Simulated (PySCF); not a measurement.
C3H6F2Si, SMILES C/C(F)=C/[SiH2]F.

Geometry: PBE0-D3(BJ)/def2-SVP. The structure was generated by enumeration; whether it is a known compound was not checked. One conformer was computed; it need not be the lowest.

Two levels are set side by side: TDDFT-PBE/def2-SVPD (PySCF) and TDDFT-CAM-B3LYP/def2-SVPD (PySCF). Vertical, same geometry. The lowest singlet is HOMO→LUMO+1 100 % with PBE and HOMO→LUMO 71 %, HOMO→LUMO+1 21 % with the other functional; states are paired by order. Differences are taken from unrounded values.

```json
[
 {"quantity": "lowest singlet excitation (eV)", "TDDFT-CAM-B3LYP": "6.82"},
 {"quantity": "lowest triplet excitation (TDA) (eV)", "TDDFT-CAM-B3LYP": "4.16"},
 {"quantity": "first bright state (f over 0.05) (eV)", "TDDFT-CAM-B3LYP": "6.82"},
 {"quantity": "its oscillator strength", "TDDFT-CAM-B3LYP": "0.34"}
]
```

Question: What does TDDFT-PBE give, and how far is it from TDDFT-CAM-B3LYP? (Estimate from the structure and the level; the computed values follow.)

Answer: 
| quantity | TDDFT-PBE | TDDFT-PBE minus TDDFT-CAM-B3LYP |
|---|---|---|
| lowest singlet excitation (eV) | 5.91 | -0.91 |
| lowest triplet excitation (TDA) (eV) | 4.21 | 0.05 |
| first bright state (f over 0.05) (eV) | 6.29 | -0.53 |
| its oscillator strength | 0.31 | -0.03 |

Functionals without exact exchange tend to place singlet excitations lower, as here. Differences between two approximate levels are no errors against the true value.

Rough cost on one machine, each run with all the roots and properties that it gave: TDDFT-CAM-B3LYP against TDDFT-PBE about 8 times.
